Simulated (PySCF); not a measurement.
Al(Br)3, SMILES [Br][Al]([Br])[Br] at its CAM-B3LYP/def2-SVP optimised geometry (Å):

```
4

Al    -0.5568     0.0005     0.0000
Br     1.6725     0.0005     0.0000
Br    -1.6725     1.9308     0.0000
Br    -1.6705    -1.9308     0.0008
```

Computed with CAM-B3LYP/def2-TZVP (PySCF 2.14.0). Cells within 0.4 Å of a nucleus heavier than hydrogen are left out (blank, or x).

Map of the log10 of the electron density (e/bohr³), floored at −4 on the plane z = 0.0 Å:

```
|00001122222211000000000000000|
|00012233333322100000000000000|
|00123344444433210000000000000|
|01234455665543321000000000000|
|12344566776654321100000000000|
|12345677887665432111110000000|
|12356779x98765432222221110000|
|1345678xxx8765433333332211000|
|1345678xxx8765443344443322100|
|12345678987765544455554432210|
|12345677777765555566665543210|
|12344566776665556677776654321|
|01234455666777666778887654321|
|012234455679xx76778xx98764321|
|01123345557xxx76778xxx8765321|
|012234455679xx76778xx98764321|
|01234455666777666778887654321|
|12344566776665556677776654321|
|12345677777765555566665543210|
|12345678987765544455554432210|
|1345678xxx8765443344443322100|
|1345678xxx8765433333332211000|
|12356779x98765432222221110000|
|12345677887665432111110000000|
|12344566776654321100000000000|
|01234455665543321000000000000|
|00123344444433210000000000000|
|00012233333322100000000000000|
|00001122222211000000000000000|
```
Scale: ten equal steps from -4.00 (start of '0') to 0.214 (end of '9'), in the order '0123456789'; x runs from -4.00 to 4.00, y from -4.00 (bottom) to 4.00 (top).
